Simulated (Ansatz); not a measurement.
Saddle point of AlSiNH6OF, doublet (AlSiH₃OF ([F][Al][O][SiH3]) + NH₃ → AlNH₂F ([NH2][Al][F]) + SiH₄O ([OH][SiH3]) (still joined by a long Al–O bond); bonds formed: O2–H5; dative contacts that become bonds: Al1–N6; bonds broken: H5–N6; bonds weakened to dative contacts: Al1–O2), PBE0-D4/def2-TZVP structure:

| atom | x (Å) | y (Å) | z (Å) |
| --- | --- | --- | --- |
| Al1 | -1.4785 | -0.3543 | 0.7895 |
| O2 | -0.0096 | -0.5155 | -0.4819 |
| Si3 | 0.5391 | 0.3290 | -1.8157 |
| F4 | -1.9022 | 1.2572 | 0.6573 |
| H5 | 0.4931 | -0.5705 | 0.4508 |
| N6 | -0.0162 | -0.5813 | 1.9492 |
| H7 | 1.0823 | 1.6428 | -1.3962 |
| H8 | -0.6209 | 0.4962 | -2.7177 |
| H9 | 1.6037 | -0.4680 | -2.4711 |
| H10 | 0.2217 | 0.1971 | 2.5520 |
| H11 | 0.0875 | -1.4327 | 2.4837 |

Energies are electronic, without zero-point energy. Barriers and step energies count from the start structure reached by relaxing down the imaginary mode; all methods use the PBE0-D4 structures, on which another method's saddle can fall below an end. Computed with Ansatz 0.2.0 (basis: def2-TZVPP, with def2-QZVPP for the basis limit); correlated methods freeze the cores; orbitals are unrestricted. B3LYP uses VWN-RPA correlation. Extrapolation: Hartree–Fock as exp(−7.88 √X), correlation as X^−2.97.

| method | barrier (kcal/mol) | step energy (kcal/mol) |
| --- | --- | --- |
| SPW92 | 22.06 | 24.02 |
| PBE-D4 | 25.66 | 25.87 |
| BLYP-D4 | 27.43 | 26.60 |
| r2SCAN-D4 | 28.31 | 28.18 |
| B97M-V | 31.53 | 29.64 |
| PBE0-D4 | 28.06 | 27.60 |
| B3LYP-D4 | 29.13 | 27.93 |
| r2SCAN0-D4 | ? | 28.97 |
| BHLYP-D4 | 31.94 | 29.76 |
| CAM-B3LYP-D4 | 29.35 | 28.25 |
| wB97X-V | ? | 28.19 |
| wB97M-V | ? | 27.26 |
| B2PLYP | 29.79 | 28.75 |
| PBE-QIDH | 29.70 | 28.95 |
| RPA on PBE | 29.37 | 28.17 |
| HF | 37.83 | 33.40 |
| MP2 | 29.25 | 28.56 |
| CCSD | 31.23 | 29.33 |
| CCSD(T) | 29.88 | 28.52 |

(1) Fill in the withheld barriers. (An estimate is asked for; the value comes from the calculation.)

T1 diagnostic: at most 0.014. ⟨S²⟩ of the unrestricted Hartree–Fock references: 0.75 (a pure state has 0.75).

Answers

(1) Computed: wB97X-V 29.52; wB97M-V 28.82; r2SCAN0-D4 29.66 kcal/mol. Each is the energy of the saddle less that of the start structure, by the same method.

For comparison, the barrier by CCSD(T) at an estimated basis limit (MP2 extrapolated from triple and quadruple zeta, plus CCSD(T) − MP2 in triple zeta) is 29.74 kcal/mol.

Labels in which every atom is bracketed show which atoms are joined, not bond orders.

For scale, one of the runs: CCSD(T)/def2-TZVPP, 261 basis functions, launched by `ansatz run in.yaml --threads 4 --pin off --events-out ev --progress --plain --max-ram 63488MiB --backend cuda --devices 0, --max-vram 37GiB`. Hardware: 4 CPU threads of an AMD EPYC 7R13 and a share of one NVIDIA H100, shared host. Wall time 12 s; peak host memory 0.87 GiB.
